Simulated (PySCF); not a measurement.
Isomers of [C5H8O2]+ (charge +1 and doublet state), one GFN2-xTB conformer each. Single-point energies are computed at B3LYP/pcH-1 (PySCF, gas phase, no added dispersion term), electronic only. GFN2-xTB treats the open shell by occupation alone, and not every SCF solution was tested for stability.

```tsv
SMILES	GFN2-xTB relative energy (kcal/mol)
CO[CH+][CH]C(C)=O	1.7
CC(=O)CC(C)=[O+]	0.0
```

Conformers: `[CH3:1][O:2][CH+:3][CH:4][C:5]([CH3:6])=[O:7]` (charge +1 and doublet state) with C1–O2–C3–C4 -167°, O2–C3–C4–C5 7°, C3–C4–C5–C6 -169°; `[CH3:1][C:2](=[O:3])[CH2:4][C:5]([CH3:6])=[O+:7]` (charge +1 and doublet state) with C1–C2–C4–C5 -58°, C2–C4–C5–C6 -159°.

Problem. What does B3LYP/pcH-1 give for the same structures?

Solution. 
| SMILES | B3LYP/pcH-1 E (Eh) | B3LYP/pcH-1 (kcal/mol) | GFN2-xTB (kcal/mol) | point group |
| --- | --- | --- | --- | --- |
| CC(=O)CC(C)=[O+] | -345.48070 | 0.0 | 0.0 | C1 |
| CO[CH+][CH]C(C)=O | -345.47037 | 6.5 | 1.7 | C1 |

Both levels put the same isomer lowest.
